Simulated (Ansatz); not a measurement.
AlF3H5NSi (`[F][Al-]([F])([F])[NH2+][SiH3]`), relaxed with RKS PBE0-D4/def2-TZVP in the Gaussian-basis code of Ansatz from a PBE-D4/def2-SVP geometry. The force threshold is 0.005 eV/Å; the program also tests the step.

Charge 0, multiplicity 1.

Start:

```xyz
11

F    -1.710   -1.891   -1.115
Al   -1.584   -0.432   -0.288
F    -1.303    0.946   -1.238
F    -2.567   -0.217    1.059
N     0.248   -0.549    0.524
Si    1.325    0.806   -0.104
H     0.141   -0.512    1.550
H     0.631   -1.483    0.305
H     0.704    2.090    0.329
H     2.664    0.628    0.556
H     1.451    0.613   -1.577
```

```csv
step,energy (eV),largest force (eV/Å),largest move (Å)
1,-24193.7381,0.734,0.000
2,-24193.7889,0.482,0.033
3,-24193.8058,0.077,0.032
4,-24193.8063,0.046,0.014
5,-24193.8066,0.007,0.019
6,-24193.8066,0.003,0.001
```

End:

```xyz
11

F    -1.677   -1.880   -1.078
Al   -1.582   -0.426   -0.292
F    -1.393    0.917   -1.253
F    -2.520   -0.232    1.059
N     0.242   -0.520    0.499
Si    1.340    0.790   -0.087
H     0.125   -0.488    1.510
H     0.610   -1.443    0.279
H     0.735    2.069    0.328
H     2.652    0.593    0.580
H     1.468    0.619   -1.545
```

Run time 30 s (4 threads of an Arm Neoverse V1 on a shared host); peak host memory 0.67 GiB.
